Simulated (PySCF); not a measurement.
**PBE0 beside CCSD(T) along the second period: bonds to Tl**

PBE0 and CCSD(T) in PySCF with def2-SVPD on every atom (core potentials on Tl), for the lowest determinant that a PBE0 search found; no spin–orbit coupling.

| molecule | state (unpaired electrons) | PBE0 Re (Å) | PBE0 ωe (cm⁻¹) | PBE0 De (eV) | CCSD(T) Re (Å) | CCSD(T) ωe (cm⁻¹) | CCSD(T) De (eV) |
| --- | --- | --- | --- | --- | --- | --- | --- |
| TlB | triplet (σ ↑, π ↑) | 2.485 | 351 | 1.72 | 2.502 | 344 | 1.35 |
| TlC | quartet (σ ↑, π ↑↑) | 2.300 | 424 | 2.80 | 2.326 | 419 | 2.46 |
| TlN | triplet (π ↑↑) | 2.323 | 411 | 1.67 | 2.351 | 385 | 1.23 |
| TlO | doublet (π ↑) | 2.220 | 446 | 3.19 | ? | ? | ? |
| TlF | singlet (closed shell) | 2.132 | 461 | 5.09 | 2.135 | 461 | 5.13 |

(1) Estimate the CCSD(T) values of TlO by adding the mean shift from PBE0 to CCSD(T) of the other rows, and compare with the calculation.

(2) What are the mean differences of PBE0 from CCSD(T) over the whole series?

In a basis of this size CCSD(T) is itself not converged; it tends to give bonds that are too long and too weak.

Correlated steps freeze 5 core orbitals. UHF and ROHF references stand side by side, which adds small steps between rows. Correlated levels converge slowly with the basis: in double zeta they bind strong bonds too weakly, by up to about 1 eV, and carry superposition errors of some tenths. Spin–orbit coupling is left out, which matters for elements this heavy, above all for dissociation energies. Where the molecule has an RHF reference, its open-shell atoms are computed with UHF. States were picked by a PBE0 search and need not be the measured ground states.

## Answers

(1) The mean shifts are +1.8 pm, -10 cm⁻¹ and -0.28 eV, which give 2.239 Å, 436 cm⁻¹ and 2.91 eV. CCSD(T)/def2-SVPD gives Re = 2.232 Å, ωe = 440 cm⁻¹, De = 3.02 eV.

(2) Re -1.7 pm, ωe +9 cm⁻¹, De +0.26 eV.
